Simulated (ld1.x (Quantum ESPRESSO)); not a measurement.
Logarithmic derivatives: P, TM

phosphorus (P), norm-conserving Troullier–Martins (Kleinman–Bylander form), made with ld1.x (Quantum ESPRESSO) 7.5 (LDA (PZ), scalar-relativistic). Core [Ne], reference 3s2 3p2.75 (charge +0.25). Waves: 3s (bound): rc 1.40 bohr; 3p (bound): rc 1.35 bohr. Local part: the p channel. Core correction: Bessel-smoothed model core inside 0.75 bohr.

The phase is arctan(r·u′/u) with u = r·R(r), unwrapped; energies in Ry, scanned from -3 to 5 Ry. A pole is an energy at which the radial function vanishes at the test radius. The pseudo phase is shifted by a multiple of π to meet the all-electron one at the reference energy, and phase errors are pseudo minus all-electron; the curves can meet again beyond the range given. Levels narrower than the energy grid can be missing from the lists of poles.

Task: For each channel, where are the poles, and over which energies does the pseudopotential scatter like the atom?

Result:

```tsv
channel	radius (bohr)	reference energy (Ry)	poles, all-electron	poles, pseudo	unbroken range about the reference energy with phases within 0.05 rad	phase error 1 Ry above the reference energy (rad)
s	1.55	-1.19	none	4.30	the whole range	-0.006
p	1.55	-0.56	none	4.79	below 4.1	-0.015
```

Phases in the s channel:

```csv
E (Ry),all-electron,pseudo
-3.00,0.929,0.923
-2.76,0.873,0.868
-2.52,0.805,0.800
-2.28,0.722,0.719
-2.04,0.621,0.618
-1.80,0.496,0.494
-1.56,0.344,0.343
-1.32,0.164,0.164
-1.08,-0.038,-0.038
-0.84,-0.249,-0.251
-0.60,-0.452,-0.455
-0.36,-0.631,-0.636
-0.12,-0.783,-0.790
0.12,-0.907,-0.916
0.36,-1.009,-1.019
0.60,-1.091,-1.103
0.84,-1.159,-1.172
1.08,-1.216,-1.230
1.32,-1.263,-1.278
1.56,-1.303,-1.320
1.80,-1.338,-1.355
2.04,-1.368,-1.387
2.28,-1.395,-1.415
2.52,-1.418,-1.439
2.76,-1.440,-1.462
3.00,-1.459,-1.482
3.24,-1.476,-1.501
3.48,-1.492,-1.518
3.72,-1.506,-1.534
3.96,-1.520,-1.550
4.20,-1.532,-1.565
4.44,-1.544,-1.579
4.68,-1.556,-1.593
4.92,-1.566,-1.606
```
